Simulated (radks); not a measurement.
Problem. Ar+, 17 electrons, occupied as [Ne] 3s2 3p4 4f1 (not the ground configuration). Calculated with a radial shooting solver on a logarithmic mesh with Libxc functionals: non-relativistic Kohn-Sham, r2SCAN, spin-polarised, spherical densities, point nucleus; open shells are filled with parallel spins first; meta-GGA in the generalised Kohn-Sham scheme. Some entries of the table are withheld. Estimate them.

| orbital | occ. | eigenvalue (Ry) | <r^2> (bohr^2) | r(max) (bohr) |
|---|---|---|---|---|
| 1s up | 1 | -231.5001 | 0.009990 | 0.05655 |
| 1s down | 1 | -231.4516 | 0.009986 | 0.05655 |
| 2s up | 1 | -24.03809 | 0.2038 | 0.3398 |
| 2s down | 1 | -24.01399 | 0.2036 | 0.3401 |
| 2p up | 3 | -19.12191 | 0.1758 | (1) |
| 2p down | 3 | -19.06983 | 0.1758 | (2) |
| 3s up | 1 | -3.63698 | 2.039 | 1.153 |
| 3s down | 1 | -3.38335 | 2.092 | 1.158 |
| 3p up | 3 | -2.48415 | 2.476 | 1.229 |
| 3p down | 1 | -2.24389 | 2.577 | 1.238 |
| 4f up | 1 | -0.17871 | 89.98 | (3) |

Solution. 
(1) 2p up r(max) (bohr): 0.2815
(2) 2p down r(max) (bohr): 0.2819
(3) 4f up r(max) (bohr): 8.144
